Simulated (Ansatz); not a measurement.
```yaml
crystal:
  periodic: [false, false, false]
  atoms:
    - {symbol: O, position_ang: [0.044222, 1.090142, -1.071850]}
    - {symbol: C, position_ang: [0.478736, 0.403968, 0.092268]}
    - {symbol: Zn, position_ang: [-0.376629, -1.332083, 0.355188]}
    - {symbol: F, position_ang: [-1.167730, -2.887438, 0.558698]}
    - {symbol: H, position_ang: [-0.847439, 1.412582, -0.927665]}
    - {symbol: H, position_ang: [0.383313, 1.024598, 0.990839]}
    - {symbol: D, position_ang: [1.546726, 0.220131, -0.043179]}
basis:
  gaussian: {orbitals: aug-cc-pVDZ}
magnetization: {spin_polarized: true, initial_magnetization: 0}
hamiltonian: {xc: {name: r2SCAN0}, dispersion: d3bj}
accuracy: high
output: {forces: true}
```

```sh
$ ansatz run in.yaml --threads 4 --pin off --events-out ev --progress --plain --max-ram 10444MiB
```

It prints (some lines left out):

```
Error: YAML parse error: error: line 10 column 16: `D` is not an element symbol (H … Og, case-exact)
 8 |     - {symbol: H, position_ang: [-0.847439, 1.412582, -0.927665]}
 9 |     - {symbol: H, position_ang: [0.383313, 1.024598, 0.990839]}
10 |     - {symbol: D, position_ang: [1.546726, 0.220131, -0.043179]}
11 | basis:
12 |   gaussian: {orbitals: aug-cc-pVDZ}
```

In this input an element symbol is wrong. The program refused the input.
